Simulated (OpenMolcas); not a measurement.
**Ionisation energies of europium**

- Program: OpenMolcas 26.06
- Basis: ANO-RCC-VDZP [7s6p4d2f1g]
- Scalar Hamiltonian: DKH2, point nucleus
- Spin-orbit coupling: state interaction with AMFI integrals over the reference wave functions, term energies averaged over their components

Active shells in each charge state: the valence f, s shells, with orbitals averaged over the low states. Where CASPT2's correlated closed shells are named, they are those of the first ion.

A. CASSCF
B. SS-CASPT2, IPEA 0.25 Eh, imaginary shift 0.1 Eh (closed shells correlated: 5s 5p)
C. SS-CASPT2, IPEA 0 Eh, imaginary shift 0.1 Eh (closed shells correlated: 5s 5p)
D. SS-CASPT2, IPEA 0.25 Eh, imaginary shift 0.1 Eh (closed shells correlated: 4d 5s 5p)

Energies in eV between the lowest computed levels, named as in B; reference values from the NIST Atomic Spectra Database with their kind.

| From | To | A | B | C | D | Spin-orbit share in B | Reference |
| --- | --- | --- | --- | --- | --- | --- | --- |
| Eu 4f7 6s2 8S* 7/2 | Eu+ 4f7 6s 9S* 4 | 4.636 | 5.603 | 5.401 | 5.627 | +0.000 | 5.670 (measured) |
| Eu+ 4f7 6s 9S* 4 | Eu2+ 4f7 8S* 7/2 | 10.407 | 11.039 | 11.121 | 11.096 | +0.000 | 11.240 (semi-empirical) |

Error against the reference values, in %:

```
From       Reference      A     B     C     D
  Eu        measured  -18.2  -1.2  -4.7  -0.8
 Eu+  semi-empirical   -7.4  -1.8  -1.1  -1.3
```

Absolute error against the one measured value: A 1.03 eV, B 0.07 eV, C 0.27 eV, D 0.04 eV. D lies closest.

The lowest level within the active space need not be the ion's true ground level.

* marks odd parity.
